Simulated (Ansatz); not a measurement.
`[SiH3][SiH]1OPS1`, charge 0, multiplicity 1.

Question: Give a relaxed structure at PBE0-D4/def2-TZVP (Ansatz 0.2.0). (An estimate is asked.)

Answer: The calculation gave: 
Z-matrix (Å, degrees):
```
Si
O 1 1.676
P 1 2.575 2 39.3
Si 1 2.343 2 112.0 3 103.6
S 1 2.144 2 91.9 3 -12.3
H 1 1.486 2 111.4 3 -129.0
H 3 1.436 1 92.6 2 99.3
H 4 1.486 1 109.4 2 -51.8
H 4 1.488 1 108.2 2 -170.9
H 4 1.488 1 111.1 2 69.3
```
This is one stationary point; other conformers may exist.
